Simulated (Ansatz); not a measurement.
# Molecular dynamics of H16CO7

The input (input.yaml):

```yaml
accuracy: low
crystal:
  lattice:
    - [6.274305, 0.0, 0.0]
    - [0.0, 6.274305, 0.0]
    - [0.0, 0.0, 6.274305]
  atoms:
    - { symbol: O, position: [0.10338096, 0.74641375, 0.21693497] }
    - { symbol: H, position: [0.14126547, 0.68285446, 0.07559513] }
    - { symbol: H, position: [0.22268731, 0.7125066, 0.3114058] }
    - { symbol: O, position: [0.18211475, 0.55666149, 0.83593369] }
    - { symbol: H, position: [0.29221689, 0.5878764, 0.72954439] }
    - { symbol: H, position: [0.06119609, 0.49884981, 0.75262074] }
    - { symbol: O, position: [0.95434066, 0.14234881, 0.24931992] }
    - { symbol: H, position: [0.84438869, 0.14291811, 0.13910684] }
    - { symbol: H, position: [1.01144881, -0.00671009, 0.24038155] }
    - { symbol: O, position: [0.39857322, 0.28509609, 0.22924276] }
    - { symbol: H, position: [0.24383862, 0.26658388, 0.21133544] }
    - { symbol: H, position: [0.45923022, 0.25310807, 0.08610277] }
    - { symbol: O, position: [0.50601969, 0.61209624, 0.45829189] }
    - { symbol: H, position: [0.47981122, 0.48881704, 0.35585983] }
    - { symbol: H, position: [0.5736154, 0.72533872, 0.37616868] }
    - { symbol: O, position: [0.84690765, 0.37672112, 0.61131336] }
    - { symbol: H, position: [0.74200944, 0.48085095, 0.55528395] }
    - { symbol: H, position: [0.88724312, 0.29021585, 0.48506109] }
    - { symbol: C, position: [0.4099951, 0.06882246, 0.73414559] }
    - { symbol: O, position: [0.58402788, 0.14684889, 0.86294357] }
    - { symbol: H, position: [0.3595481, -0.08388499, 0.80063408] }
    - { symbol: H, position: [0.67841283, 0.23627202, 0.76963781] }
    - { symbol: H, position: [0.27393138, 0.18012922, 0.73908828] }
    - { symbol: H, position: [0.45835591, 0.0488115, 0.56690426] }
basis:
  ecutwfc: 420.0
kpoints:
  mp_grid: { grid: [1, 1, 1] }
hamiltonian:
  xc: pbe
  dispersion: d3bj
scf:
  occupations: { method: fermi_dirac, width: 0.05 }
  lower_state_search: "off"
md:
  timestep: 0.5
  n_steps: 300
  ensemble: nvt_langevin
  temperature: 300.0
  initial_velocities: maxwell_boltzmann
  seed: 23343
  friction: 0.02
```

Command:

```bash
$ ansatz run input.yaml --threads 1 --pin off --max-ram 3072MiB --backend cpu --events-out ev --progress --plain --runs-dir out
```

It starts from a partly relaxed structure (largest force component 0.26 eV/Å).

Output, in part (step lines):

```
md step     0: t =     0.00 fs  T =   287.5 K  F+E_penalty+E_count = -4480.99757916 eV  E_kin = 0.891894 eV  (9 SCF iters)
md step     1: t =     0.50 fs  T =   280.6 K  F+E_penalty+E_count = -4480.97947839 eV  E_kin = 0.870604 eV  (8 SCF iters)
md step     2: t =     1.00 fs  T =   248.9 K  F+E_penalty+E_count = -4480.92249533 eV  E_kin = 0.772030 eV  (7 SCF iters)
md step     3: t =     1.50 fs  T =   227.5 K  F+E_penalty+E_count = -4480.84614374 eV  E_kin = 0.705877 eV  (7 SCF iters)
md step     4: t =     2.00 fs  T =   214.5 K  F+E_penalty+E_count = -4480.77766487 eV  E_kin = 0.665582 eV  (7 SCF iters)
md step     5: t =     2.50 fs  T =   215.6 K  F+E_penalty+E_count = -4480.73739469 eV  E_kin = 0.668703 eV  (6 SCF iters)
md step     6: t =     3.00 fs  T =   216.8 K  F+E_penalty+E_count = -4480.72642220 eV  E_kin = 0.672696 eV  (6 SCF iters)
md step     7: t =     3.50 fs  T =   220.3 K  F+E_penalty+E_count = -4480.73704191 eV  E_kin = 0.683489 eV  (6 SCF iters)
[... lines left out ...]
md step   300: t =   150.00 fs  T =   261.3 K  F+E_penalty+E_count = -4480.19621792 eV  E_kin = 0.810695 eV  (7 SCF iters)
```

The steps, from the saved trajectory:

```tsv
time (fs)	T (K)	potential energy less start (eV)
0.0	288	0.000
5.0	242	0.218
10.0	275	0.365
15.0	243	0.574
20.0	251	0.623
25.0	215	0.592
30.0	238	0.584
35.0	286	0.736
40.0	285	0.880
45.0	259	0.883
50.0	285	0.806
55.0	265	0.761
60.0	306	0.790
65.0	282	0.867
70.0	266	0.885
75.0	259	0.841
80.0	247	0.836
85.0	217	0.849
90.0	214	0.927
95.0	240	0.784
100.0	176	0.765
105.0	228	0.677
110.0	185	0.911
115.0	205	0.762
120.0	245	0.710
125.0	304	0.558
130.0	274	0.728
135.0	243	0.739
140.0	218	0.802
145.0	271	0.742
150.0	261	0.801
```

The run went to its last step. The mean temperature of the second half is 18 % below the set value. A run of 0.15 ps of so small a system gives no equilibrium averages. Limits of this set-up: coarse k mesh, low accuracy level.

Mean squared displacements from the first frame to the last, about the centre of mass: O 0.10 Å², H 0.26 Å², C 0.10 Å².

Last frame:

```xyz
24
Lattice="6.2743 0.0000 0.0000 0.0000 6.2743 0.0000 0.0000 0.0000 6.2743" Properties=species:S:1:pos:R:3
O 0.162 4.571 1.579
H 0.396 4.286 0.663
H 1.014 4.452 2.008
O 1.020 3.729 5.255
H 1.841 3.836 4.676
H 0.198 3.433 4.801
O 5.852 0.778 1.726
H 5.145 1.018 1.140
H 6.088 -0.209 1.601
O 2.193 1.816 1.538
H 1.282 1.409 1.585
H 2.437 1.845 0.557
O 3.233 3.940 2.610
H 3.003 3.144 2.061
H 3.671 4.561 2.023
O 5.203 2.562 3.865
H 4.539 3.129 3.336
H 5.319 1.817 3.237
C 2.575 0.247 4.630
O 3.278 1.354 5.193
H 3.176 -0.664 4.830
H 4.045 1.581 4.665
H 1.688 0.068 5.211
H 2.324 0.259 3.560
```

The run took 6.4 min on 1 thread of Arm Neoverse V1, on a shared host, peak memory 0.37 GiB.
